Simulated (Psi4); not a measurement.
C2H4Cl, doublet (typed; the unrestricted solution is spin-contaminated), at a GFN2-xTB geometry, with bond 7-2 at 1.5 times its length; Psi4 with HF/pcseg-1.

Here is a job for Psi4.
```
memory 2 GB

molecule mol {
0 2
C     0.046773    0.704712   -0.204543
C     1.515152    0.668228   -0.062843
Cl   -0.860444   -0.685773    0.147169
H    -0.450456    1.441492   -0.808442
H     1.902369    1.683393    0.001158
H     1.804676    0.114343    0.829105
H     2.241531   -0.062217   -1.347649
}

set {
  basis pcseg-1
  reference uhf
  stability_analysis follow
  scf_type pk
}

energy('scf')
print_variables()
```

What the program printed (banner, timings and long lists left out):

```
   => Loading Basis Set <=

    Name: PCSEG-1
    Role: ORBITAL
    Keyword: BASIS

         ---------------------------------------------------------
                                   SCF
               by Justin Turney, Rob Parrish, Andy Simmonett
                          and Daniel G. A. Smith
                              UHF Reference
         ---------------------------------------------------------

  ==> Geometry <==

    Molecular point group: c1
    Full point group: C1

    Geometry (in Angstrom), charge = 0, multiplicity = 2:

       Center              X                  Y                   Z               Mass
    ------------   -----------------  -----------------  -----------------  -----------------
         C            0.138907641773     0.773022053306    -0.214090539279    12.000000000000
         C            1.607286641773     0.736538053306    -0.072390539279    12.000000000000
         CL          -0.768309358227    -0.617462946694     0.137621460721    34.968852682000
         H           -0.358321358227     1.509802053306    -0.817989539279     1.007825032230
         H            1.994503641773     1.751703053306    -0.008389539279     1.007825032230
         H            1.896810641773     0.182653053306     0.819557460721     1.007825032230
         H            2.333665641773     0.006093053306    -1.357196539279     1.007825032230

  Running in c1 symmetry.

  Rotational constants: A =      1.27551  B =      0.18382  C =      0.16999 [cm^-1]
  Rotational constants: A =  38238.75788  B =   5510.67731  C =   5096.20632 [MHz]
  Nuclear repulsion =   94.060788509966770

  Charge       = 0
  Multiplicity = 2
  Electrons    = 33
  Nalpha       = 17
  Nbeta        = 16

  ==> Algorithm <==

  SCF Algorithm Type is PK.
  DIIS enabled.
  MOM disabled.
  Fractional occupation disabled.
  Guess Type is SAD.
  Energy threshold   = 1.00e-06
  Density threshold  = 1.00e-06
  Integral threshold = 1.00e-12

  ==> Primary Basis <==

  Basis Set: PCSEG-1
    Blend: PCSEG-1
    Number of shells: 32
    Number of basis functions: 66
    Number of Cartesian functions: 69
    Spherical Harmonics?: true
    Max angular momentum: 2

  ==> Integral Setup <==

  Using in-core PK algorithm.
   Calculation information:
      Number of atoms:                   7
      Number of AO shells:              32
      Number of primitives:             68
      Number of atomic orbitals:        69
      Number of basis functions:        66

      Integral cutoff                 1.00e-12
      Number of threads:                 1

  Performing in-core PK
  Using 4890732 doubles for integral storage.
  We computed 133211 shell quartets total.
  Whereas there are 139656 unique shell quartets.

  ==> DiskJK: Disk-Based J/K Matrices <==

    J tasked:                  Yes
    K tasked:                  Yes
    wK tasked:                  No
    Schwarz Cutoff:          1E-12

  Minimum eigenvalue in the overlap matrix is 7.5500826533E-03.
  Reciprocal condition number of the overlap matrix is 1.4871127550E-03.
    Using symmetric orthogonalization.

  ==> Pre-Iterations <==

  SCF Guess: Superposition of Atomic Densities via on-the-fly atomic UHF (no occupation information).

   -------------------------
    Irrep   Nso     Nmo
   -------------------------
     A         66      66
   -------------------------
    Total      66      66
   -------------------------

  ==> Iterations <==

                        Total Energy        Delta E     RMS |[F,P]|

   @UHF iter SAD:  -536.80428119370663   -5.36804e+02   0.00000e+00
   @UHF iter   1:  -537.29745021826659   -4.93169e-01   4.64743e-03 ADIIS/DIIS
   @UHF iter   2:  -537.36750073576729   -7.00505e-02   2.41348e-03 ADIIS/DIIS
   @UHF iter   3:  -537.38372196981175   -1.62212e-02   7.41259e-04 ADIIS/DIIS
   @UHF iter   4:  -537.38838607632772   -4.66411e-03   3.64461e-04 ADIIS/DIIS
   @UHF iter   5:  -537.38975769209583   -1.37162e-03   2.51527e-04 ADIIS/DIIS
   @UHF iter   6:  -537.39085009562791   -1.09240e-03   1.76729e-04 ADIIS/DIIS
   @UHF iter   7:  -537.39152515451451   -6.75059e-04   1.23128e-04 ADIIS/DIIS
   @UHF iter   8:  -537.39201968278974   -4.94528e-04   5.02197e-05 DIIS
   @UHF iter   9:  -537.39207411842472   -5.44356e-05   1.72407e-05 DIIS
   @UHF iter  10:  -537.39207871060660   -4.59218e-06   7.24911e-06 DIIS
   @UHF iter  11:  -537.39207927126506   -5.60658e-07   2.63330e-06 DIIS
   @UHF iter  12:  -537.39207933491230   -6.36472e-08   9.30873e-07 DIIS
  Energy and wave function converged.

    Wavefunction stable under totally symmetric rotations.
    Lowest totally symmetric eigenvalue: 0.121708
    Lowest UHF->UHF stability eigenvalues:
       A 0.121708

    Stability analysis over.

  ==> Post-Iterations <==

   @Spin Contamination Metric:   1.762307305E-01
   @S^2 Expected:                7.500000000E-01
   @S^2 Observed:                9.262307305E-01
   @S   Expected:                5.000000000E-01
   @S   Observed:                5.000000000E-01

    Orbital Energies [Eh]
    ---------------------

    Alpha Occupied:

       1A   -104.807366     2A    -11.300809     3A    -11.265593
       4A    -10.551116     5A     -8.030015     6A     -8.029038
       7A     -8.027411     8A     -1.176600     9A     -0.998926
      10A     -0.820932    11A     -0.654114    12A     -0.596309
      13A     -0.566231    14A     -0.541723    15A     -0.477170
      16A     -0.454972    17A     -0.352975

    Alpha Virtual:

      18A      0.135451    19A      0.169353    20A      0.197337
      21A      0.206245    22A      0.243829    23A      0.341719
      24A      0.508644    25A      0.522149    26A      0.549409
      27A      0.559154    28A      0.565139    29A      0.587942
      30A      0.631814    31A      0.667445    32A      0.722099
      33A      0.758250    34A      0.859420    35A      0.867452
      36A      0.883626    37A      0.900050    38A      0.960762
      39A      0.975886    40A      0.981922    41A      1.016781
      42A      1.187988    43A      1.244425    44A      1.337633
      45A      1.551780    46A      1.777173    47A      1.848068
      48A      1.899040    49A      1.995553    50A      2.067398
      51A      2.126552    52A      2.191497    53A      2.243443
      54A      2.277546    55A      2.337264    56A      2.426441
      57A      2.484226    58A      2.578490    59A      2.631086
      60A      2.769995    61A      2.886879    62A      2.947812
      63A      3.033366    64A      3.454297    65A      3.563310
      66A      3.596414

    Beta Occupied:

       1A   -104.806941     2A    -11.279885     3A    -11.274375
       4A    -10.550696     5A     -8.031926     6A     -8.027138
       7A     -8.025314     8A     -1.153721     9A     -1.001574
      10A     -0.789438    11A     -0.647503    12A     -0.588843
      13A     -0.542035    14A     -0.500507    15A     -0.455854
      16A     -0.444228

    Beta Virtual:

      17A      0.082719    18A      0.150381    19A      0.180373
      20A      0.204986    21A      0.210528    22A      0.249988
      23A      0.347175    24A      0.518068    25A      0.543628
      26A      0.559206    27A      0.566363    28A      0.584828
      29A      0.625849    30A      0.680464    31A      0.711640
      32A      0.724409    33A      0.778653    34A      0.863959
      35A      0.868162    36A      0.877401    37A      0.905385
      38A      0.971069    39A      0.981935    40A      0.995713
      41A      1.036068    42A      1.190102    43A      1.256376
      44A      1.351435    45A      1.570148    46A      1.770968
      47A      1.851644    48A      1.931354    49A      2.017084
      50A      2.099004    51A      2.172814    52A      2.202099
      53A      2.286584    54A      2.303714    55A      2.368376
      56A      2.434406    57A      2.500305    58A      2.601445
      59A      2.649992    60A      2.774746    61A      2.886533
      62A      2.946929    63A      3.036075    64A      3.450972
      65A      3.567213    66A      3.594457

    Final Occupation by Irrep:
              A
    DOCC [    16 ]
    SOCC [     1 ]
    NA   [    17 ]
    NB   [    16 ]

  @UHF Final Energy:  -537.39207933491230

   => Energetics <=

    Nuclear Repulsion Energy =             94.0607885099667698
    One-Electron Energy =                -926.1345643161658927
    Two-Electron Energy =                 294.6816964712867843
    Total Energy =                       -537.3920793349122960

  UHF NO Occupations:
  HONO-2 :   15  A 1.9970365
  HONO-1 :   16  A 1.9144866
  HONO-0 :   17  A 1.0000000
  LUNO+0 :   18  A 0.0855134
  LUNO+1 :   19  A 0.0029635
  LUNO+2 :   20  A 0.0010360
  LUNO+3 :   21  A 0.0008914

Computation Completed

Properties will be evaluated at   0.000000,   0.000000,   0.000000 [a0]

Properties computed using the SCF density matrix

 Multipole Moments:

 ------------------------------------------------------------------------------------
     Multipole            Electronic (a.u.)      Nuclear  (a.u.)        Total (a.u.)
 ------------------------------------------------------------------------------------

 L = 1.  Multiply by 2.5417464519 to convert [e a0] to [Debye]
 Dipole X            :         -5.9264478            6.2031492            0.2767014
 Dipole Y            :         -3.2224325            3.7997512            0.5773187
 Dipole Z            :          1.4032480           -1.4047086           -0.0014606
 Magnitude           :                                                    0.6402052

 ------------------------------------------------------------------------------------

  Variable Map:
  ----------------------------------------------------------------------------
  "CURRENT ENERGY"           =>    -537.392079334912
  "CURRENT REFERENCE ENERGY" =>    -537.392079334912
  "DD SOLVATION ENERGY"      =>       0.000000000000
  "HF KINETIC ENERGY"        =>     537.878814237781
  "HF POTENTIAL ENERGY"      =>   -1075.270893572693
  "HF TOTAL ENERGY"          =>    -537.392079334912
  "HF VIRIAL RATIO"          =>       1.999095084450
  "NUCLEAR REPULSION ENERGY" =>      94.060788509967
  "ONE-ELECTRON ENERGY"      =>    -926.134564316166
  "PCM POLARIZATION ENERGY"  =>       0.000000000000
  "PE ENERGY"                =>       0.000000000000
  "SCF ITERATION ENERGY"     =>    -537.392079334912
  "SCF ITERATIONS"           =>      12.000000000000
  "SCF TOTAL ENERGY"         =>    -537.392079334912
  "TWO-ELECTRON ENERGY"      =>     294.681696471287

  Array Variable Map:
  ----------------------------------------------------------------------------
  "CURRENT DIPOLE"           =>       0.276701365139 ... -0.001460622051 1 by 3
  "SCF DIPOLE"               =>       0.276701365139 ... -0.001460622051 1 by 3
  "SCF STABILITY EIGENVALUES" =>       0.121708299335 ... 0.121708299335 1 by 1
  "SCF TOTAL ENERGIES"       =>    -536.804281193707 ... -537.392079334912 1 by 13
```
